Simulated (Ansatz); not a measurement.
Nudged elastic band run: C$_{2}$H$_{7}$BO$_{2}$

input.yaml

```yaml
crystal:
  periodic: [false, false, false]
  atoms:
    - { symbol: B, position_ang: [-1.36871, 0.844047, -0.078905] }
    - { symbol: C, position_ang: [0.129448, 0.308169, -0.064484] }
    - { symbol: C, position_ang: [0.39538, -1.010941, 0.645053] }
    - { symbol: O, position_ang: [0.315054, 0.16255, -1.469223] }
    - { symbol: O, position_ang: [0.99816, 1.286042, 0.37412] }
    - { symbol: H, position_ang: [-1.584886, 2.017479, -0.131046] }
    - { symbol: H, position_ang: [-2.266389, 0.04923, -0.143985] }
    - { symbol: H, position_ang: [-0.281394, -1.796556, 0.303946] }
    - { symbol: H, position_ang: [0.261504, -0.891188, 1.720342] }
    - { symbol: H, position_ang: [1.424283, -1.336093, 0.462898] }
    - { symbol: H, position_ang: [0.167934, -0.729632, -1.742041] }
    - { symbol: H, position_ang: [1.886615, 1.041793, 0.157124] }
basis:
  gaussian: { orbitals: def2-SVP }
hamiltonian:
  xc: hf
neb:
  order_check: false
  images: 5
  f_tol: 0.2
  max_iterations: 60
  initial_path: idpp
  final_atoms:
    - { symbol: B, position_ang: [-1.2925863, 0.8904627, 0.01342002] }
    - { symbol: C, position_ang: [0.16409532, 0.26798275, -0.19883092] }
    - { symbol: C, position_ang: [0.38855459, -0.93598042, 0.71618094] }
    - { symbol: O, position_ang: [0.33313206, -0.11476346, -1.5476498] }
    - { symbol: O, position_ang: [1.11421594, 1.24512857, 0.0439115] }
    - { symbol: H, position_ang: [-1.46140692, 1.8978051, 0.63414515] }
    - { symbol: H, position_ang: [-2.23164622, 0.29277835, -0.43874246] }
    - { symbol: H, position_ang: [1.38463909, -1.34744061, 0.53271863] }
    - { symbol: H, position_ang: [-0.3434952, -1.7261121, 0.53251883] }
    - { symbol: H, position_ang: [0.32486836, -0.64240167, 1.76488981] }
    - { symbol: H, position_ang: [-0.26208585, -0.81245875, -1.77338702] }
    - { symbol: H, position_ang: [1.95871412, 0.92989952, -0.24537568] }
```

Run as:

```bash
$ ansatz run input.yaml --threads 1 --pin off --max-ram 2048MiB --backend cpu --events-out ev --progress --plain --runs-dir out
```

Output, in part (warnings, iteration lines, the closing report on the highest movable image, with atoms numbered from 0):

```
NEB end point (image 0): max|allowed force component| = 4.376e-3 eV/Å (the criterion of neb.relax_end_points is 4.000e-2)
NEB end point (image 6): max|allowed force component| = 1.397e-2 eV/Å (the criterion of neb.relax_end_points is 4.000e-2)
NEB iter   1: max|band force component| = 1.444e0 eV/Å  barrier→ = 0.2934 eV  barrier← = 0.2772 eV  Δτ_max = 0.0708 Å  (243 SCF iters)
NEB iter   2: max|band force component| = 6.358e-1 eV/Å  barrier→ = 0.2150 eV  barrier← = 0.1988 eV  Δτ_max = 0.0555 Å  (168 SCF iters)
NEB iter   3: max|band force component| = 5.850e-1 eV/Å  barrier→ = 0.2199 eV  barrier← = 0.2037 eV  Δτ_max = 0.0308 Å  (171 SCF iters)
NEB iter   4: max|band force component| = 7.525e-2 eV/Å  barrier→ = 0.2033 eV  barrier← = 0.1871 eV  CI = image 3  Δτ_max = 0.0000 Å  (337 SCF iters)
Total energy: -6911.32495631 eV, -253.9865074802 hartree
Atom 0 at    -1.179822     1.029617     0.256153 Å, force     0.012146    -0.004247     0.000746 eV/Å
Atom 1 at     0.139186     0.256632    -0.201068 Å, force    -0.028371     0.028570     0.008523 eV/Å
Atom 2 at     0.487670    -0.976370     0.660507 Å, force    -0.008818     0.029794    -0.033060 eV/Å
Atom 3 at    -0.137856    -0.117505    -1.541921 Å, force     0.027001    -0.009461    -0.023412 eV/Å
Atom 4 at     1.197013     1.145572    -0.265145 Å, force    -0.008984    -0.027366     0.012657 eV/Å
Atom 5 at    -1.184394     2.207388     0.457446 Å, force    -0.008922    -0.001652     0.001707 eV/Å
Atom 6 at    -2.191823     0.388206     0.348917 Å, force     0.002311     0.001205     0.001196 eV/Å
Atom 7 at     0.427572    -1.896100     0.075503 Å, force     0.009981    -0.007224     0.003689 eV/Å
Atom 8 at    -0.180709    -1.087220     1.516951 Å, force     0.005338     0.002858    -0.002305 eV/Å
Atom 9 at     1.502079    -0.884390     1.046850 Å, force     0.006189    -0.011827     0.006555 eV/Å
Atom 10 at    -0.709956    -0.868227    -1.573314 Å, force    -0.005571     0.005453     0.026245 eV/Å
Atom 11 at     1.908038     0.747298    -0.747080 Å, force    -0.002300    -0.006104    -0.002542 eV/Å
Dipole moment:    -0.045659    -0.532458     0.137573 e Å
```

The forces met the threshold. The threshold of 0.2 eV/Å is loose, so the images may lie well off the minimum-energy path. The order of the stationary point at the top wasn't checked.

Final band (atoms are numbered from 1 in the order of the input):

```tsv
image	path coordinate (Å)	energy (kcal/mol)	dihedral B1–C2–C3–H9 (°)
0	0.00	0.0	-69
1	0.62	1.1	-48
2	1.23	3.5	-26
3	1.85	4.7	-5
4	2.47	3.5	17
5	3.08	1.3	39
6	3.70	0.4	59
```

The run took 55 s on 1 CPU thread of a shared host.
